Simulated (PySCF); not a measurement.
**From PBE to CCSD(T): MH along the fifth-period p block**

PBE and CCSD(T) in PySCF with def2-TZVP on every atom (core potentials on In, Sb, Te, I), for the lowest determinant that a PBE0 search found; no spin–orbit coupling.

| molecule | state (unpaired electrons) | PBE Re (Å) | PBE ωe (cm⁻¹) | PBE De (eV) | CCSD(T) Re (Å) | CCSD(T) ωe (cm⁻¹) | CCSD(T) De (eV) |
| --- | --- | --- | --- | --- | --- | --- | --- |
| InH | singlet (closed shell) | 1.872 | 1395 | 2.66 | ? | ? | ? |
| SbH | triplet (π ↑↑) | 1.733 | 1860 | 2.64 | 1.712 | 1938 | 2.43 |
| TeH | doublet (π ↑) | 1.674 | 2071 | 2.98 | 1.656 | 2147 | 2.79 |
| HI | singlet (closed shell) | 1.624 | 2257 | 3.42 | 1.607 | 2338 | 3.29 |

**Question.** Estimate the CCSD(T) values of InH by adding the mean shift from PBE to CCSD(T) of the other rows, and compare with the calculation.

**Answer.** The mean shifts are -1.9 pm, +78 cm⁻¹ and -0.18 eV, which give 1.853 Å, 1473 cm⁻¹ and 2.48 eV. CCSD(T)/def2-TZVP gives Re = 1.835 Å, ωe = 1512 cm⁻¹, De = 2.61 eV.

**Question.** What are the mean differences of PBE from CCSD(T) over the whole series?

**Answer.** Re +2.3 pm, ωe -88 cm⁻¹, De +0.15 eV.

In a basis of this size CCSD(T) is itself not converged; it tends to give bonds that are too long and too weak.

Correlated steps freeze 4 core orbitals. Spin–orbit coupling is left out, which matters for elements this heavy, above all for dissociation energies. Where the molecule has an RHF reference, its open-shell atoms are computed with UHF. States were picked by a PBE0 search and need not be the measured ground states.
